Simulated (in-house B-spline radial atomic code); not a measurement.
Ag⁺. Computed with a B-spline radial atomic code. Model: non-relativistic spherical atom: semilocal Troullier-Martins pseudo-atom, one channel per l, against all electrons, high spin, G0W0 and RPA with empty states to l = 8, local potential for every l without a channel, a model core (radius 0 = none) keeps its share of the functional.

Without relativity these are model numbers for so heavy an element.

What the tables leave out is listed at the end.

The pseudopotential gives back the lowest level of each angular momentum of its own functional in the configuration it was made in; a second state of the same l is only approximately right. Exact exchange, RPA and GW see the smooth pseudo-orbitals and miss the exchange with the core, for which the functional's share stands in. The column with an uncorrelated core keeps all orbitals and exact exchange, and so separates missing core correlation from pseudisation. Only the three outermost levels and the lowest empty one were computed. RPA here is direct RPA, with no exchange kernel, and its energies carry an (l + 1/2)⁻⁴ tail. A hybrid on a potential with a model core restores only its own semilocal share of the core's exchange.

Command:
```bash
python run_psgw.py task.json out
```
Settings (lengths in bohr, energies in hartree):
```
Z                      47
electrons              46
configuration          [Kr] 4d10
generated_in           [Kr] 4d10
functional             pbe,pbe
core_shells            7
radius_factor          0.9
core_correction        True
```

Cost of the run: 31 s on 1 thread of Arm Neoverse N1, with other jobs on the host.

Given: made with PBE; model core radius 0.628 bohr; local radius 1.009 bohr; mean-field start PBE0.

Valence shells of the generating configuration: 4p, 4d.

Channel: s 2.234, p 0.793, d 0.93 (radii in bohr).

Computed: largest level miss in the spin-unpolarised generating configuration 0.002 eV; valence RPA correlation energy all-electron orbitals -0.96354 hartree; valence RPA correlation energy pseudo -1.1835 hartree; all-electron RPA polarisability, core included 7.6285 bohr³.

```tsv
level	occupied	mean-field all-electron (eV)	mean-field pseudo minus all (eV)	G0W0 all-electron (eV)	G0W0 uncorrelated core minus all (eV)	G0W0 pseudo minus all (eV)	exchange self-energy all-electron (eV)	exchange self-energy pseudo (eV)
4d	1	-17.742	0.099	-22.135	0.104	0.699	-35.74	-29.708
5s (empty)	0	-9.322	-0.39	-7.1523	-0.008	-0.818	-2.9531	-3.5591
```

What is the pseudo-atom RPA polarisability?

7.7818 bohr³.

Among the listed levels the largest G0W0 shift of the pseudo-atom is -0.82 eV, for 5s (empty) on the PBE0 start, while leaving the core uncorrelated moves that level by -0.01 eV. So pseudisation and the lost core exchange, not the missing core correlation, make the error. Not in the tables (levels of low weight, unsolved or above zero; the highest and the empty levels are kept at any weight): on PBE, a start not tabulated, the G0W0 levels 4d (pseudo minus all +0.69 eV, weights 0.59 and 0.35), 4p (pseudo minus all +2.50 eV, weights 0.13 and 0.01), 5s (pseudo minus all -0.77 eV, weights 0.94 and 0.94); on PBE0 the G0W0 levels 4p (pseudo minus all +1.29 eV, weights 0.06 and 0.22); no Hartree-Fock pseudo-atom is run with a model core.
